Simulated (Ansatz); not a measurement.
Calculated with Ansatz (gas phase, PBE0-D4/def2-TZVP geometries, no zero-point term in ΔE). CCSD(T)/CBS is the MP2 limit (def2-TZVPP, def2-QZVPP) plus CCSD(T) − MP2 in def2-TZVPP, frozen cores. This one scheme is used for every species. DFT in def2-TZVPP. B3LYP here is the variant with VWN-RPA as its local correlation; programs differ in this. For Se outer-core shells are correlated without core-valence functions, which leaves a few kJ/mol of doubt a bond. Scalar relativity is left out up to krypton. Each species was taken in one conformer, which may not be the lowest.

Reaction (hydrogenolysis of a B–Se bond): `[SiH3]B(Cl)[SeH]` + H₂ → `[SiH3]BCl` + H₂Se

`[SiH3]B(Cl)[SeH]`:

```xyz
8

Si    0.994   -0.454    0.044
B    -0.955   -0.122   -0.328
Cl   -1.888   -1.324   -1.201
Se   -1.895    1.459    0.220
H     1.729   -0.631   -1.239
H     1.603    0.678    0.793
H     1.148   -1.698    0.846
H    -0.736    2.093    0.864
```

H₂:

Z-matrix (Å, degrees):
```
H
H 1 0.746
```

`[SiH3]BCl`:

```xyz
7

Si    0.307    0.533   -0.611
B    -0.517   -0.700    0.756
Cl    0.415   -1.357    2.068
H     0.163   -0.081   -1.961
H     1.743    0.810   -0.352
H    -0.445    1.820   -0.618
H    -1.665   -1.027    0.719
```

H₂Se:

Z-matrix (Å, degrees):
```
Se
H 1 1.467
H 1 1.467 2 91.2
```

| level | ΔE (eV) |
| --- | --- |
| PBE-D4 | 0.79 |
| B3LYP | 0.53 |
| MP2/def2-TZVPP | 0.81 |
| CCSD(T)/def2-TZVPP | 0.68 |

**Question.** What does CCSD(T)/CBS give? (Estimate.)

**Answer.** Ansatz gave: +0.72 eV. The listed levels differ from it by 0.07, -0.19, 0.09, -0.04 eV.

Largest T1 diagnostic among the species: 0.014.

The D4 term adds +0.14 eV with B3LYP and +0.07 eV with PBE0; it sums over pairs of atoms, weighted by their polarisabilities, and B3LYP, whose exchange is more repulsive, gets the larger term. In def2-TZVPP, CCSD(T) changes the Hartree–Fock value by +0.38 eV (the triples alone add +0.09 eV) and MP2 by +0.52 eV. From PBE to PBE0 (25 % exact exchange), in def2-TZVPP and without D4, ΔE moves by −0.06 eV.
